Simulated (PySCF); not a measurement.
**Electron correlation in Ne (neon, neutral)**

[He] 2s1 2p6 3s1, high-spin 3S determinant (an excited configuration). Calculation: PySCF 2.14, in aug-cc-pCVTZ-DK with one added diffuse shell each of s, p, d, f type (8s7p5d3f, 75 functions); the spin-free X2C one-electron Hamiltonian (Gaussian nucleus). Frozen: 1s2; 8 electrons correlated.

MP2 pair energies summed by pair of shells (mhartree):

| pair | energy | share (%) |
| --- | --- | --- |
| 2p-2p | -248.31 | 83.4 |
| 2s-2p | -35.02 | 11.8 |
| 2p-3s | -14.40 | 4.8 |
| 2s-3s | -0.17 | 0.1 |

Total MP2 correlation energy: -297.90 mhartree.

Same-spin part -64.25 and opposite-spin part -233.65 mhartree; SCS-MP2 scales them by 1/3 and 6/5 to -301.79 mhartree.
